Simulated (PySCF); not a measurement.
**YbCl₂: from structure and modes to constants**

Method: B3LYP in PySCF with Yb def2-SVP with ECP28, Cl def2-SVP; scalar-relativistic core potentials, no spin–orbit coupling; density-fitted integrals.

The singlet minimum has C2v symmetry. Masses (u): Yb 173.93886, Cl 34.96885.

```xyz
3
charge 0 multiplicity 1, angstrom
Yb    0.0000    0.0000   -0.2755
Cl    2.3146    0.0000    0.6524
Cl   -2.3146    0.0000    0.6524
```

Harmonic wavenumbers (cm⁻¹): 42.4 (a1, ×1), 292.4 (a1, ×1), 309.1 (b2, ×1).

**Question.** Find the principal moments of inertia and the rotational constants. What kind of rotor is it?

**Answer.** About the centre of mass I = 42.945, 374.68, 417.63 u Å². With B = 16.8576/I this gives 0.3925, 0.04499, 0.04036 cm⁻¹. The molecule is an asymmetric top with κ = -0.97.

**Question.** What is the harmonic zero-point energy?

**Answer.** Half the sum of all 3 wavenumbers, 644/2 = 322 cm⁻¹, which is 3.9 kJ/mol (1 cm⁻¹ = 0.0119627 kJ/mol).

**Question.** Give the standard entropy (298.15 K, 1 bar) by its translational, rotational, vibrational and spin parts, and Cp.

**Answer.** Sackur–Tetrode with M = 243.88 u gives 177.4; rotation with symmetry number 2 gives 108.1; vibration 33.3; spin R ln 1 = 0.0. The total is 318.9 J/(mol K), and Cp = 4 R + 22.3 = 55.5 J/(mol K).

Stability towards spin polarisation was not tested. This need not be the most stable arrangement of these atoms.
